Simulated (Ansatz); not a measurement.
`CC[O][SbH][O]C` at its PBE0-D4/def2-TZVP geometry, where that method's forces vanish. Charge 0, multiplicity 1. Sb: def2 effective core potential.

| atom | x (Å) | y (Å) | z (Å) |
| --- | --- | --- | --- |
| C1 | -2.479 | -1.118 | 0.006 |
| C2 | -1.003 | -1.029 | 0.321 |
| O3 | -0.330 | -0.158 | -0.567 |
| Sb4 | -0.098 | 1.722 | -0.055 |
| O5 | 1.663 | 1.563 | 0.772 |
| C6 | 2.706 | 0.912 | 0.083 |
| H7 | -2.969 | -0.150 | 0.151 |
| H8 | -2.972 | -1.846 | 0.656 |
| H9 | -2.628 | -1.422 | -1.032 |
| H10 | -0.536 | -2.014 | 0.215 |
| H11 | -0.859 | -0.729 | 1.370 |
| H12 | 0.508 | 2.052 | -1.635 |
| H13 | 2.955 | 1.428 | -0.854 |
| H14 | 2.452 | -0.126 | -0.156 |
| H15 | 3.589 | 0.916 | 0.727 |

For each bond, give half the difference of the two atoms' forces along it (eV/Å; positive pushes the atoms apart) under PBE-D4, r2SCAN-D4, B3LYP-D4, ωB97M-V in def2-TZVPP. (Best estimate.)

Ansatz gave: 
```json
{"bond": "C1–C2", "length (Å)": "1.512", "PBE-D4": "-0.03", "r2SCAN-D4": "0.06", "B3LYP-D4": "0.15", "ωB97M-V": "0.15"}
{"bond": "C1–H7", "length (Å)": "1.094", "PBE-D4": "0.11", "r2SCAN-D4": "-0.03", "B3LYP-D4": "-0.06", "ωB97M-V": "-0.07"}
{"bond": "C1–H8", "length (Å)": "1.093", "PBE-D4": "0.09", "r2SCAN-D4": "-0.03", "B3LYP-D4": "-0.06", "ωB97M-V": "-0.08"}
{"bond": "C1–H9", "length (Å)": "1.092", "PBE-D4": "0.10", "r2SCAN-D4": "-0.03", "B3LYP-D4": "-0.06", "ωB97M-V": "-0.08"}
{"bond": "C2–O3", "length (Å)": "1.414", "PBE-D4": "0.26", "r2SCAN-D4": "0.29", "B3LYP-D4": "0.21", "ωB97M-V": "0.25"}
{"bond": "C2–H10", "length (Å)": "1.096", "PBE-D4": "0.11", "r2SCAN-D4": "-0.06", "B3LYP-D4": "-0.15", "ωB97M-V": "-0.16"}
{"bond": "C2–H11", "length (Å)": "1.100", "PBE-D4": "0.05", "r2SCAN-D4": "-0.08", "B3LYP-D4": "-0.11", "ωB97M-V": "-0.12"}
{"bond": "O3–Sb4", "length (Å)": "1.963", "PBE-D4": "0.50", "r2SCAN-D4": "0.12", "B3LYP-D4": "0.25", "ωB97M-V": "-0.11"}
{"bond": "Sb4–O5", "length (Å)": "1.952", "PBE-D4": "0.48", "r2SCAN-D4": "0.12", "B3LYP-D4": "0.24", "ωB97M-V": "-0.12"}
{"bond": "Sb4–H12", "length (Å)": "1.724", "PBE-D4": "0.26", "r2SCAN-D4": "0.05", "B3LYP-D4": "0.06", "ωB97M-V": "-0.15"}
{"bond": "O5–C6", "length (Å)": "1.410", "PBE-D4": "0.23", "r2SCAN-D4": "0.27", "B3LYP-D4": "0.25", "ωB97M-V": "0.30"}
{"bond": "C6–H13", "length (Å)": "1.098", "PBE-D4": "0.07", "r2SCAN-D4": "-0.06", "B3LYP-D4": "-0.08", "ωB97M-V": "-0.10"}
{"bond": "C6–H14", "length (Å)": "1.095", "PBE-D4": "0.07", "r2SCAN-D4": "-0.06", "B3LYP-D4": "-0.09", "ωB97M-V": "-0.10"}
{"bond": "C6–H15", "length (Å)": "1.093", "PBE-D4": "0.09", "r2SCAN-D4": "-0.05", "B3LYP-D4": "-0.12", "ωB97M-V": "-0.12"}
```

B3LYP here is the variant with VWN-RPA as its local correlation; programs differ in this.
